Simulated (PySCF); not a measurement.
Work out the structure from these simulated measurements.

Formula: C6H4F6.

- Triplet: lowest triplet excitation (Tamm–Dancoff): 3.29 eV [TDA wB97X-D/def2-SVPD]
- Rotational structure: rotational constants A, B, C: 1.850, 0.452, 0.416 GHz [PBE0-D3(BJ)/def2-SVP]
- Dipole: 2.97 D [wB97X-D/def2-SVPD]
- UV, first state: lowest singlet excitation: 5.90 eV (210 nm, f = 0.686) [TDDFT wB97X-D/def2-SVPD]
- 1H NMR: chemical shifts (computed TMS as zero) by class: 6.77 (1 H), 6.39 (1 H), 6.07 (1 H), 5.98 (1 H) ppm [GIAO PBE0/pcSseg-1]
- 13C NMR: chemical shifts (computed TMS as zero) by class: 143.3 (1 C), 137.4 (1 C), 135.6 (1 C), 130.0 (1 C), 127.7 (1 C), 127.0 (1 C) ppm [GIAO PBE0/pcSseg-1]
- Couplings: largest of the computed one-bond spin–spin couplings (means over like bonds): 19F–13C -338.8 (×3), 19F–13C -334.3 (×3), 13C–1H +176.7, 13C–1H +176.0, 13C–1H +171.6, 13C–1H +167.5 Hz [B3LYP/pcJ-1, spin–dipole term left out for some pairs]

The electronic properties come from PySCF, for the isolated species, density fitting. Levels stand in brackets. NMR shifts are as computed; neighbouring signals can stand in another order in a measured spectrum. Geometry: PBE0-D3(BJ)/def2-SVP, one conformer, isolated molecule. NMR classes are plain means over equivalent atoms (diastereotopic ones count apart unless rotation or inversion swaps them), as if these changed places fast.

Question: Give a SMILES that accounts for the data.

Answer: Numbering: `[CH2:1]=[C:2](/[CH:3]=[CH:4]/[C:5]([F:6])([F:7])[F:8])[C:9]([F:10])([F:11])[F:12]`. Its formula, C6H4F6, gives 2 degrees of unsaturation: 0 rings and 2 π bonds in the structure found. 6 carbons fall into 6 classes; from least to most shielded: fully substituted alkene carbon [C2] (143.3 ppm), alkene CH carbon [C3] (137.4 ppm), terminal =CH2 carbon [C1] (135.6 ppm), alkene CH carbon [C4] (130.0 ppm), CF3 carbon [C5] (127.7 ppm), CF3 carbon [C9] (127.0 ppm). Hydrogen classes from least to most shielded: 1 H on an alkene CH carbon, C3 (6.77 ppm), 1 H on a terminal =CH2 carbon, C1 (6.39 ppm), 1 H on an alkene CH carbon, C4 (6.07 ppm), 1 H on a terminal =CH2 carbon, C1 (5.98 ppm). The couplings run between: -338.8 Hz, fluorine of a CF3 group [F10] and CF3 carbon [C9] (with 2 like pairs); -334.3 Hz, fluorine of a CF3 group [F6] and CF3 carbon [C5] (with 2 like pairs); +176.7 Hz, alkene CH carbon [C4] and its hydrogen; +176.0 Hz, terminal =CH2 carbon [C1] and its hydrogen; +171.6 Hz, terminal =CH2 carbon [C1] and its hydrogen; +167.5 Hz, alkene CH carbon [C3] and its hydrogen. S1 is mainly HOMO→LUMO (weight 0.98); the largest Löwdin shares of the orbital it empties are 0.26 on an alkene CH carbon, 0.22 on the terminal =CH2 carbon, 0.19 on an alkene CH carbon and 0.18 on the fully substituted alkene carbon, of the orbital it fills 0.28 on the terminal =CH2 carbon, 0.20 on an alkene CH carbon, 0.17 on the fully substituted alkene carbon and 0.15 on an alkene CH carbon. By its constants the optimised geometry is an asymmetric top. Structure: `C=C(/C=C/C(F)(F)F)C(F)(F)F`. The assignments are read from this structure; whether some other isomer fits the data as well wasn't checked.

Conformer computed: `[CH2:1]=[C:2](/[CH:3]=[CH:4]/[C:5]([F:6])([F:7])[F:8])[C:9]([F:10])([F:11])[F:12]`: C1–C2–C3–C4 178°, C3–C4–C5–F6 -123°, C1–C2–C9–F10 122°.

One-bond C–F couplings are unscaled; at this level they come out some 30 % too large in size.
